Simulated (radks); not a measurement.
Q: Neutral palladium, 46 electrons, occupied as [Kr] 4d10. Method: scalar-relativistic Kohn-Sham, r2SCAN, spin-polarised, spherical densities, finite nucleus; meta-GGA in the generalised Kohn-Sham scheme; Fermi nuclear charge, rms radius 4.5318 fm; computed with a radial shooting solver on a logarithmic mesh with Libxc functionals. Some entries of the table are withheld. Estimate them.

orbital,occ.,eigenvalue (eV),<r> (bohr)
1s,2,-24213.98,0.03186
2s,2,-3548.671,0.1383
2p,6,-3178.719,0.1206
3s,2,-645.2473,0.3784
3p,6,-522.6137,(1)
3d,10,-328.3275,0.3576
4s,2,-87.5364,(2)
4p,6,-52.6018,1.048
4d,10,(3),1.576

A: 
(1) 3p <r> (bohr): 0.3781
(2) 4s <r> (bohr): 0.9508
(3) 4d eigenvalue (eV): -4.0221
